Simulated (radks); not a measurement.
The numbers below are computed, except where a source is named.
Spherical quantum dot in the effective-mass picture: electrons in a well V = -V0 / (1 + exp((r - R)/a)) with V0 = 15.3, R = 3.08, a = 0.28, all in effective atomic units (hartree* = m*/eps^2 hartree, bohr* = eps/m* bohr), one dielectric constant everywhere. Level of theory: non-relativistic Kohn-Sham, PBEsol, spin-polarised, spherical densities (a radial shooting solver with Libxc functionals). Levels are named by radial order and angular momentum (1s, 1p, 1d, 2s, ...), and open shells are averaged over m.

N = 23, configuration 1s2 1p6 1d10 1f(up 5, down 0). This is the lowest configuration that the search found. Occupied and some empty levels:

level    occupation  eigenvalue (hartree*)  <r> (bohr*)
1s up             1                -4.4010        1.870
1s down           1                -4.3408        1.850
1p up             3                -4.0449        2.010
1p down           3                -3.9753        2.000
1d up             5                -3.4861        2.122
1d down           5                -3.4101        2.117
1f up             5                -2.7614        2.217
1f down           0                -2.6812        2.214
2s up             0                -2.6577        1.496
2s down           0                -2.6292        1.500
1g up             0                -1.8927        2.299
1g down           0                -1.8100        2.298
2p up             0                -1.7607        1.750
2p down           0                -1.7219        1.749
2d up             0               -0.75345        1.935
2d down           0               -0.70679        1.934

Energy (hartree*): total -193.012, kinetic 32.073, external -328.40, Hartree 115.70, exchange-correlation -12.384.
